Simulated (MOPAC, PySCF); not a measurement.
C₄H₄, SMILES `C=C=C=C`, neutral singlet in the gas phase. 

Cartesian coordinates (Å):
```xyz
8

C     -1.8992    -0.0635     0.1632
C     -0.6193    -0.0205    -0.0901
C      0.6191     0.0210    -0.3349
C      1.8992     0.0636    -0.5874
H     -2.2685    -0.3013     1.1532
H     -2.6320     0.1371    -0.6087
H      2.2693     0.2995    -1.5775
H      2.6313    -0.1358     0.1854
```
Charge 0, multiplicity 1.

All levels are single points at this geometry (CAM-B3LYP-D3(BJ)/def2-TZVP); Pople sets use spherical d functions. Orbital energies aren't observables, and empty levels follow the basis.

HF/3-21G in PySCF gives gap (eV) = 11.54.

Task: Estimate the gap (eV) from each of these levels: CAM-B3LYP-D3(BJ)/def2-TZVP in PySCF; B3LYP/3-21G in PySCF; B3LYP/6-311+G** in PySCF; BP86/6-31G* in PySCF; M06-2X/6-31G* in PySCF; PBE/6-31G* in PySCF; HF/STO-3G in PySCF; PM7 in MOPAC.

Result: 
| level | gap (eV) |
|---|---|
| CAM-B3LYP-D3(BJ)/def2-TZVP in PySCF | 7.82 |
| B3LYP/3-21G in PySCF | 5.35 |
| B3LYP/6-311+G** in PySCF | 5.10 |
| BP86/6-31G* in PySCF | 3.76 |
| M06-2X/6-31G* in PySCF | 7.60 |
| PBE/6-31G* in PySCF | 3.76 |
| HF/STO-3G in PySCF | 12.96 |
| PM7 in MOPAC | 9.17 |
